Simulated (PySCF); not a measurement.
Correlation energy of Lu²⁶⁺ (lutetium, charge +26)

Starting occupation: [Kr] 4d9, 4d3/2 with m_j = -3/2, -1/2, +1/2, +3/2, 4d5/2 with m_j = -3/2, -1/2, +1/2, +3/2, +5/2. Computed with PySCF 2.14 in an even-tempered Gaussian basis (17 s from 2.1 bohr⁻², ratio 2.8; 14 p from 2.7 bohr⁻², ratio 2.8; 10 d from 2.7 bohr⁻², ratio 2.8; 3 f from 14 bohr⁻², ratio 3), with X2C-1e with screened-nucleus spin-orbit coupling, Gaussian nucleus. Frozen: [Ar] 3d10; 17 electrons correlated; the 102 highest virtual spinors left out.

MP2 pair energies summed by pair of shells (mhartree):

| pair | energy | share (%) |
| --- | --- | --- |
| 4d3/2-4d5/2 | -104.29 | 27.1 |
| 4d5/2-4d5/2 | -60.70 | 15.8 |
| 4d5/2-4p3/2 | -46.29 | 12.0 |
| 4d3/2-4d3/2 | -41.59 | 10.8 |
| 4d3/2-4p3/2 | -33.09 | 8.6 |
| 4p3/2-4p3/2 | -15.00 | 3.9 |
| 4p1/2-4p3/2 | -14.63 | 3.8 |
| 4d5/2-4s1/2 | -14.02 | 3.6 |
| 4d5/2-4p1/2 | -13.71 | 3.6 |
| 4d3/2-4s1/2 | -11.35 | 2.9 |
| 4d3/2-4p1/2 | -10.20 | 2.6 |
| 4p3/2-4s1/2 | -8.72 | 2.3 |
| 4p1/2-4p1/2 | -4.34 | 1.1 |
| 4p1/2-4s1/2 | -4.23 | 1.1 |
| 4s1/2-4s1/2 | -2.97 | 0.8 |

Total MP2 correlation energy: -385.13 mhartree.

At this charge the one-electron X2C treatment keeps the bare 1/r₁₂, with no two-electron picture change or Breit term. The effect here is smaller than on the frozen 1s shell.
